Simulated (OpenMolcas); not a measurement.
## Mn3+: ligand-field states by method

Mn3+ with 6 ligands (fluoride) in octahedral coordination (Oh) at 1.96 Å. A charge of +0.5 e stands 2.4 Å behind each ligand. Ligand basis ANO-RCC-VDZP.
```
Mn    0.0000    0.0000    0.0000
F     1.9600    0.0000    0.0000
F     0.0000    1.9600    0.0000
F    -1.9600    0.0000    0.0000
F     0.0000   -1.9600    0.0000
F     0.0000    0.0000    1.9600
F     0.0000    0.0000   -1.9600
```

```yaml
Program: OpenMolcas
Basis: ANO-RCC-VTZP [6s5p3d2f1g]
Scalar_Hamiltonian: DKH2, point nucleus
Active_space: 4 electrons in 5 orbitals (3d)
State_averaging: 2S+1 = 5 even, 5 roots; 2S+1 = 3 even, 45 roots; 2S+1 = 1 even, 50 roots
Spin-orbit_coupling: state interaction with AMFI integrals over the reference wave functions
```

I. CASSCF
II. SS-CASPT2, IPEA 0.25 Eh, imaginary shift 0.1 Eh (closed shells correlated: 3s 3p and the ligand valence shells)

Spin-free states (labels of O, the rotations of Oh) in cm-1, each column counted from its own energy of the first state listed:

```tsv
State	Degeneracy	I	II
5E	2	0	0
5T2	3	11182	13160
3T1	3	14690	9560
3E	2	22774	18190
3T1	3	24230	18570
3T2	3	25047	19590
1T2	3	26345	17930
3A2	1	27140	20990
1E	2	27428	19340
3A1	1	27764	21300
3E	2	31351	24650
1A1	1	32701	22710
3T1	3	33378	30410
1A2	1	34295	27140
1T2	3	34557	26880
3T2	3	34629	31620
3T1	3	35379	32210
1T1	3	36458	28320
1E	2	40969	31110
3T2	3	41032	37060
```

From I to II, I's first state of the same spin (5T2) moves from 11182 to 13160 cm-1, by about +2000 cm-1.

From I to II, I's first state of another spin (3T1) moves from 14690 to 9560 cm-1, by about -5100 cm-1.

I: A least-squares ligand-field fit to the states below 45000 cm-1, each weighted by its degeneracy and with a free common offset, gives 10Dq = 10995 cm-1, B = 1142 cm-1 and C = 4321 cm-1 (C/B = 3.78), with an rms deviation of 98 cm-1. The same method and metal basis give the free ion B = 1217 cm-1 (fit to its terms below 60000 cm-1, rms deviation 43 cm-1), so the nephelauxetic ratio is β = 1142 / 1217 = 0.94; it hangs on how both fits weigh the states, and computed free-ion B values tend to be too large, so β mixes covalency with correlation.

χT at 300 K: I 2.94, II 2.95 cm3 K/mol.

Roots that are degenerate in the reference are averaged as groups; the widest CASPT2 spread within a group is 170 cm-1 (the 3-fold group of multiplicity 1 near 59900 cm-1 above the lowest state of its run, II). Shifts and gaps below about the spread of the groups concerned are not significant. Over all roots computed the reference weight is 0.69 to 0.72 in II; a low but even weight reflects the number of correlated electrons. An orbital doublet at a regular site is open to a Jahn-Teller distortion, which this geometry leaves out. This shell can be high or low spin here, a state of another spin lies low, and with metal d orbitals alone active their balance is uncertain, so the ground spin may be wrong. Ligand-to-metal charge-transfer states are missing. With no ligand orbital active B as a rule stays too high, so bands that hang on it stand too high and its fall with covalency is understated. Without dynamic correlation the repulsion within the d shell is too large (B by tens of per cent), so at a given field states of lower spin stand too high (holds for I). With metal d orbitals alone and no dynamic correlation the field as a rule comes out too small, by tens of per cent, by up to half for chloride and softer ligands (holds for I). These CASPT2 states fit no ligand-field parameters well, so their order and spin gaps are uncertain (holds for II). With one d shell and no ligand orbital active, 10Dq can be off by a tenth or more (holds for II). Free-ion shares, where given, are those of the reference states; single-state CASPT2 does not remix them (holds for II). No measured value stands beside these numbers; the geometry was imposed, not optimised, and the real ion may take another.
